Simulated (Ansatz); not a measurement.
C2H3O, charge -1, singlet, geometry from GFN2-xTB (a gas-phase anion, which may not be bound at this level). Base run: Ansatz (an electronic-structure program) with PBE/6-311G**.

Input for Ansatz:
Ansatz 0.2 input:
```yaml
crystal:
  periodic: [false, false, false]
  atoms:
    - {symbol: O, position_ang: [1.20222232, 0.35798886, 0.02041500]}
    - {symbol: C, position_ang: [-0.02392463, 0.67055660, -0.01272229]}
    - {symbol: C, position_ang: [-0.96955705, -0.66523219, -0.00962122]}
    - {symbol: H, position_ang: [-0.42231874, -1.62047315, 0.01999328]}
    - {symbol: H, position_ang: [-1.63707983, -0.62162665, 0.85936536]}
    - {symbol: H, position_ang: [-1.59748991, -0.65375760, -0.90861757]}
basis:
  gaussian:
    orbitals: 6-311G__.json
hamiltonian:
  xc: pbe
total_charge: -1
```
The basis file holds 6-311G** in the JSON format of the Basis Set Exchange.

The base run was repeated with changes; each row names its change, and settings that it needs were set with it.

```tsv
change	ΔE vs base (mEh)
base	0.000
final_grid = 14, 28, 59	0.000
lower_state_search = off	0.000
fitting.mean_field = cc-pVTZ-JKFIT	-0.070
final_grid = 6, 12, 29	0.004
lower_state_search = full	0.000
accuracy = high	0.002
final_grid = 4, 8, 17	-0.073
point_charge = charge:1.0 position_ang:1.9619, -3.1857, 3.2103	-103.9
nuclear_model = gaussian	0.019
final_grid = 10, 20, 41	0.000
```

A gas-phase anion may not be bound at this level; its values then depend on the basis.
